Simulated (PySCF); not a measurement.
C$_{3}$H$_{7}$O (SMILES [CH2]OCC), doublet, at a GFN2-xTB geometry; R2SCAN/cc-pVDZ in PySCF.

PySCF was given this input:
```python
from pyscf import gto, scf, dft

mol = gto.Mole()
mol.atom = '''
    O     0.14434248   -0.71865049    0.06704672
    C    -0.00735297    0.66567307   -0.15110874
    C     1.41359214   -1.20072338   -0.00771175
    C    -1.46730800    1.03482609    0.05751251
    H     0.63533161    1.22500290    0.54554056
    H     0.30787533    0.91508609   -1.17552643
    H     2.24302783   -0.52408483    0.10334617
    H     1.49766945   -2.23160741    0.27195205
    H    -2.09236672    0.47669124   -0.63408957
    H    -1.77138668    0.79098958    1.07190966
    H    -1.60847770    2.09847161   -0.11165822
'''
mol.basis = 'cc-pvdz'
mol.spin = 1
mol.verbose = 4
mol.build()

mf = dft.UKS(mol)
mf.xc = 'r2scan'
mf.kernel()
```

It wrote (shortened):

```
PySCF version 2.14.0

[INPUT] verbose = 4
[INPUT] num. atoms = 11
[INPUT] num. electrons = 33
[INPUT] charge = 0
[INPUT] spin (= nelec alpha-beta = 2S) = 1
[INPUT] symmetry False subgroup None
[INPUT] Mole.unit = angstrom
[INPUT] Symbol           X                Y                Z      unit          X                Y                Z       unit  Magmom
[INPUT]  1 O      0.144342480000  -0.718650490000   0.067046720000 AA    0.272767755341  -1.358052605384   0.126699938350 Bohr   0.0
[INPUT]  2 C     -0.007352970000   0.665673070000  -0.151108740000 AA   -0.013895099502   1.257939790798  -0.285554133628 Bohr   0.0
[INPUT]  3 C      1.413592140000  -1.200723380000  -0.007711750000 AA    2.671301996438  -2.269038339562  -0.014573095441 Bohr   0.0
[INPUT]  4 C     -1.467308000000   1.034826090000   0.057512510000 AA   -2.772810260383   1.955537896655   0.108682892636 Bohr   0.0
[INPUT]  5 H      0.635331610000   1.225002900000   0.545540560000 AA    1.200602741179   2.314919982798   1.030922248242 Bohr   0.0
[INPUT]  6 H      0.307875330000   0.915086090000  -1.175526430000 AA    0.581800054210   1.729262090499  -2.221423004888 Bohr   0.0
[INPUT]  7 H      2.243027830000  -0.524084830000   0.103346170000 AA    4.238708288477  -0.990376794739   0.195295957323 Bohr   0.0
[INPUT]  8 H      1.497669450000  -2.231607410000   0.271952050000 AA    2.830185085628  -4.217126822450   0.513914893514 Bohr   0.0
[INPUT]  9 H     -2.092366720000   0.476691240000  -0.634089570000 AA   -3.954000052955   0.900815889579  -1.198255625743 Bohr   0.0
[INPUT] 10 H     -1.771386680000   0.790989580000   1.071909660000 AA   -3.347435685903   1.494753673585   2.025615687676 Bohr   0.0
[INPUT] 11 H     -1.608477700000   2.098471610000  -0.111658220000 AA   -3.039582330470   3.965536623075  -0.211003455356 Bohr   0.0

nuclear repulsion = 126.235894481032
number of shells = 41
number of NR pGTOs = 153
number of NR cGTOs = 91
basis = cc-pvdz
ecp = {}

******** <class 'pyscf.dft.uks.UKS'> ********
method = UKS
initial guess = minao
damping factor = 0
level_shift factor = 0
DIIS = <class 'pyscf.scf.diis.CDIIS'>
diis_start_cycle = 1
diis_space = 8
diis_damp = 0
SCF conv_tol = 1e-09
SCF conv_tol_grad = None
SCF max_cycles = 50
direct_scf = True
direct_scf_tol = 1e-13
number electrons alpha = 17  beta = 16
XC library pyscf.dft.libxc version 7.1.2
    S. Lehtola, C. Steigemann, M. J. T. Oliveira, and M. A. L. Marques,  SoftwareX 7, 1–5 (2018)
XC functionals = r2scan
    J. W. Furness, A. D. Kaplan, J. Ning, J. P. Perdew, and J. Sun,  J. Phys. Chem. Lett. 11, 8208–8215 (2020)
    J. W. Furness, A. D. Kaplan, J. Ning, J. P. Perdew, and J. Sun,  J. Phys. Chem. Lett. 11, 9248–9248 (2020)
    J. W. Furness, A. D. Kaplan, J. Ning, J. P. Perdew, and J. Sun,  J. Phys. Chem. Lett. 11, 8208–8215 (2020)
    J. W. Furness, A. D. Kaplan, J. Ning, J. P. Perdew, and J. Sun,  J. Phys. Chem. Lett. 11, 9248–9248 (2020)
radial grids:
    Treutler-Ahlrichs [JCP 102, 346 (1995); DOI:10.1063/1.469408] (M4) radial grids

becke partition: Becke, JCP 88, 2547 (1988); DOI:10.1063/1.454033
pruning grids: <function nwchem_prune>
grids dens level: 3
symmetrized grids: False
atomic radii adjust function: <function treutler_atomic_radii_adjust>
small_rho_cutoff = 0
Set gradient conv threshold to 3.16228e-05
tot grids = 125096
init E= -193.755183683494

cycle= 1 E= -193.51667917349  delta_E= 0.239  |g|= 0.363  |ddm|=  2.1
cycle= 2 E= -193.419607410286  delta_E= 0.0971  |g|= 0.608  |ddm|= 0.81
cycle= 3 E= -193.569996311241  delta_E= -0.15  |g|= 0.106  |ddm|= 0.56
cycle= 4 E= -193.574575521955  delta_E= -0.00458  |g|= 0.0223  |ddm|= 0.0827
cycle= 5 E= -193.574852768997  delta_E= -0.000277  |g|= 0.00613  |ddm|= 0.0243
cycle= 6 E= -193.574871628485  delta_E= -1.89e-05  |g|= 0.00275  |ddm|= 0.00763
cycle= 7 E= -193.574875857283  delta_E= -4.23e-06  |g|= 0.0008  |ddm|= 0.00328
cycle= 8 E= -193.5748763424  delta_E= -4.85e-07  |g|= 0.000236  |ddm|= 0.00119
cycle= 9 E= -193.574876373127  delta_E= -3.07e-08  |g|= 0.00013  |ddm|= 0.000316
cycle= 10 E= -193.574876381965  delta_E= -8.84e-09  |g|= 4.27e-05  |ddm|= 0.000139
cycle= 11 E= -193.574876382972  delta_E= -1.01e-09  |g|= 1.23e-05  |ddm|= 4.78e-05
cycle= 12 E= -193.574876382989  delta_E= -1.77e-11  |g|= 1.3e-05  |ddm|= 2.14e-05
Extra cycle  E= -193.574876382813  delta_E= 1.76e-10  |g|= 2.52e-05  |ddm|= 2.68e-05
converged SCF energy = -193.574876382813  <S^2> = 0.7546805  2S+1 = 2.004675
```
